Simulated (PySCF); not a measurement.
Job for PySCF: R-B3LYP/6-311+G** on BH4NO2 (SMILES NB(O)O), a point of a torsion scan.

```python
from pyscf import gto, scf, dft, mp
from pyscf.data.elements import chemcore

mol = gto.M(
    atom='''
    N     1.18669558   -0.15694318    0.08350206
    B    -0.18187938    0.18953572   -0.17167517
    O    -1.24697580   -0.56534214    0.24832780
    O    -0.44472592    1.38026406   -0.76379414
    H     1.75571182    0.49154701    0.59684148
    H     1.36017203   -1.08652527    0.43758817
    H    -1.03677483   -1.40065247    0.66078297
    H    -1.38174737    1.53800264   -0.87626519
    ''',
    basis='6-311+g**',
    charge=0, spin=0, verbose=3, max_memory=1800)
mf = dft.RKS(mol, xc='b3lyp')
mf.conv_tol = 1e-8
mf.max_cycle = 100
mf.kernel()
if not mf.converged:
    mf = mf.newton().run(mf.mo_coeff, mf.mo_occ)
```

Program output:

```
converged SCF energy = -232.686408557982
```

The calculation finished and met its thresholds.

Cost: around 13 core-seconds (rough).
